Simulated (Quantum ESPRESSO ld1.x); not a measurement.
Co XXV, 3 electrons, occupied as [He] 2s1.

Calculated with ld1.x of Quantum ESPRESSO 7.5: scalar-relativistic Kohn-Sham, LDA (Slater exchange, Perdew-Zunger correlation), spin-polarised, spherical densities, point nucleus; open shells are filled with parallel spins first.

Energy parts (eV):
part                     energy
total                 -21729.98
kinetic                22137.42
electron-nucleus      -44669.19
Hartree                 1268.08
exchange-correlation    -466.28

Orbitals (lengths in bohr, moments of r in powers of bohr; r(max) is where P^2 peaks; r(90%) holds 90 % of the orbital's charge):
orbital  occ.  eigenvalue (eV)  r(90%)  r(max)       <r^4>      <r>
1s up       1         -9222.97  0.0996   0.037  0.00004459  0.05585
1s down     1         -9215.09  0.0995   0.037  0.00004441  0.05582
2s up       1         -2177.07   0.351   0.199    0.006304   0.2301
2s down     0         -2140.26   0.353   0.199    0.006417   0.2307

The highest occupied level is 2s up at -2177.1 eV. The density falls to 0.001 e/bohr^3 at r = 0.68 bohr. For comparison, the ionisation energy in NIST's Atomic Spectra Database is 2218.9 eV (theoretical). In exact Kohn-Sham theory the highest level is minus the ionisation energy, but local and semilocal functionals leave it too shallow, through self-interaction and a potential that decays too fast; potentials with the right tail come closer. Spin moment in Bohr magnetons: 1. Summed over all electrons, <r^2> = 0.07023 bohr^2, which gives a Langevin (diamagnetic) susceptibility term of -0.0556 x 10^-6 cm^3/mol.
